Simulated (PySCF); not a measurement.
C4H12Si, singlet, geometry from GFN2-xTB, atoms displaced at random by about 0.03 Å a coordinate; B3LYP/STO-3G, gradient (PySCF).

Here is a job for PySCF.
```python
from pyscf import gto, scf, dft

mol = gto.M(
    atom='''
Si   -0.564069    1.431142    0.201451
C     0.088594   -0.368588    0.029092
C     0.323320   -1.009123    1.343740
C    -0.769762   -1.131776   -0.881933
C     1.539525   -0.303687   -0.745642
H    -1.869043    1.381075    0.847962
H    -0.632399    2.082407   -1.180746
H     0.307299    2.206411    1.077404
H     0.622675   -2.019946    1.225199
H    -0.679960   -1.089220    1.737764
H     0.951455   -0.499067    1.982869
H    -1.815030   -1.179214   -0.482090
H    -0.895960   -0.657174   -1.919835
H    -0.405999   -2.158294   -1.101896
H     1.434630    0.172451   -1.684632
H     2.211937    0.287834   -0.097180
H     1.946190   -1.310803   -0.825218
''',
    basis='sto-3g',
    charge=0,
    spin=0,
    verbose=3,
)

mf = dft.RKS(mol)
mf.xc = 'b3lyp'
mf.kernel()
g = mf.nuc_grad_method()
grad = g.kernel()
```

What the program printed (banner, timings and long lists left out):

```
converged SCF energy = -443.896866974862
--------------- RKS gradients ---------------
         x                y                z
0 Si    -0.0014536266    -0.0088056064     0.0192826319
1 C    -0.0853799606    -0.0706032538     0.0488397141
2 C     0.0628190119     0.0327289520     0.0060630310
3 C     0.0698120424     0.0279603658     0.0622225432
4 C     0.0224343623    -0.0049888292    -0.0658130924
5 H    -0.0031057562    -0.0019525370     0.0062190583
6 H     0.0003936654     0.0144545307    -0.0336265108
7 H     0.0024490511     0.0029381526     0.0060453334
8 H    -0.0200633113     0.0306045284     0.0031708749
9 H     0.0104762000     0.0006306908    -0.0267668463
10 H    -0.0373823103    -0.0316665529    -0.0379488051
11 H    -0.0103032053     0.0089110983     0.0039270402
12 H    -0.0086318810     0.0065714420    -0.0301771100
13 H     0.0028506999    -0.0035605043    -0.0088988469
14 H     0.0003756580    -0.0122829721     0.0338323216
15 H    -0.0029481659     0.0017979854     0.0075122076
16 H    -0.0023782571     0.0072592660     0.0061409864
----------------------------------------------
```
